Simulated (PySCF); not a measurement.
AgI, charge -1, doublet, at a GFN2-xTB geometry (such geometries of metal compounds can be far from the true shape) (the multiplicity is a formal guess) (core potentials on Ag, I). Base run: PySCF with PBE0/def2-SV(P).

Input for PySCF:
```python
from pyscf import gto, scf, dft

mol = gto.M(
    atom='''
Ag   -0.00000000   -0.00000000   -1.61329523
I     0.00000000    0.00000000    1.43065803
''',
    basis='def2-sv(p)',
    ecp={'Ag': 'def2-sv(p)', 'I': 'def2-sv(p)'},
    charge=-1,
    spin=1,
    verbose=4,
)

mf = dft.UKS(mol)
mf.xc = 'pbe0'
mf.kernel()
```

The base run was repeated with changes; each row names its change, and settings that it needs were set with it.

```csv
change,ΔE vs base (mEh),fitting functions,outcome
base,0.000,-,converged
auxbasis = even-tempered beta=3.0,-68.809,254,converged
"exchange = seminumerical (SGX) (with mf = sgx.sgx_fit(mf, auxbasis='def2-universal-jfit'); with mf.with_df.dfj = True)",-0.060,147,converged
auxbasis = even-tempered beta=2.0,-0.126,400,converged
auxbasis = autoaux,-0.101,421,converged
auxbasis = def2-tzvp-ri,-,-,input refused
auxbasis = cc-pvtz-jkfit,-,-,input refused
only_dfj = on; auxbasis = def2-universal-jfit,-0.059,147,converged
auxbasis = def2-universal-jfit,862.8,147,converged
auxbasis = even-tempered beta=1.6,-0.007,575,converged
```

A fitting set is made for a task (jfit for Coulomb, jkfit for Coulomb and exchange, ri for correlation) and for a family of orbital bases.

Open shells are given as the SCF converged; they aren't shown to be the lowest states, and a large step between rows can be another state.

- auxbasis = def2-tzvp-ri: ended with `pyscf.lib.exceptions.BasisNotFoundError: Basis set not found for I in def2-tzvp-ri`
- auxbasis = cc-pvtz-jkfit: ended with `pyscf.lib.exceptions.BasisNotFoundError: Basis set not found for I in cc-pvtz-jkfit`
